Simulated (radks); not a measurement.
The numbers below are computed, except where a source is named.
Species: Hf21+. Configuration: [Kr] 4d10 4f5. Level of theory: Dirac Kohn-Sham, PBE, spin-unpolarised, spherical densities, finite nucleus; open shells fill j = l - 1/2 first; Fermi nuclear charge, rms radius 5.347 fm (a radial shooting solver on a logarithmic mesh with Libxc functionals).

Normalised radial functions P(r) = r R(r) (large component), r in bohr:

| r | 4d5/2 | 4f5/2 |
|---|---|---|
| 0.000784 | 0.0000 | 0.0000 |
| 0.001005 | 0.0000 | 0.0000 |
| 0.001287 | 0.0000 | 0.0000 |
| 0.00165 | 0.0000 | 0.0000 |
| 0.002114 | 0.0001 | 0.0000 |
| 0.002709 | 0.0002 | 0.0000 |
| 0.003472 | 0.0004 | 0.0000 |
| 0.004449 | 0.0008 | 0.0000 |
| 0.005701 | 0.0016 | 0.0000 |
| 0.007306 | 0.0033 | 0.0000 |
| 0.009362 | 0.0065 | 0.0001 |
| 0.012 | 0.0126 | 0.0002 |
| 0.01537 | 0.0243 | 0.0005 |
| 0.0197 | 0.0458 | 0.0012 |
| 0.02525 | 0.0839 | 0.0027 |
| 0.03235 | 0.1484 | 0.0064 |
| 0.04146 | 0.2510 | 0.0146 |
| 0.05312 | 0.4011 | 0.0320 |
| 0.06808 | 0.5954 | 0.0676 |
| 0.08724 | 0.8012 | 0.1355 |
| 0.1118 | 0.9411 | 0.2555 |
| 0.1421 | 0.9015 | 0.4396 |
| 0.1821 | 0.5675 | 0.7064 |
| 0.2334 | -0.0792 | 1.0241 |
| 0.2991 | -0.8654 | 1.3175 |
| 0.3832 | -1.4611 | 1.4777 |
| 0.4911 | -1.5817 | 1.4119 |
| 0.6293 | -1.2266 | 1.1189 |
| 0.8064 | -0.6800 | 0.7060 |
| 1.033 | -0.2562 | 0.3333 |
| 1.324 | -0.0596 | 0.1070 |
| 1.697 | -0.0075 | 0.0206 |

4d5/2: eigenvalue -751.99 eV, 1 radial node at r = 0.227 bohr, <r> = 0.497 bohr, 90 % of the charge inside 0.732 bohr. 4f5/2: eigenvalue -561.26 eV, 0 radial nodes, <r> = 0.495 bohr, 90 % of the charge inside 0.761 bohr.
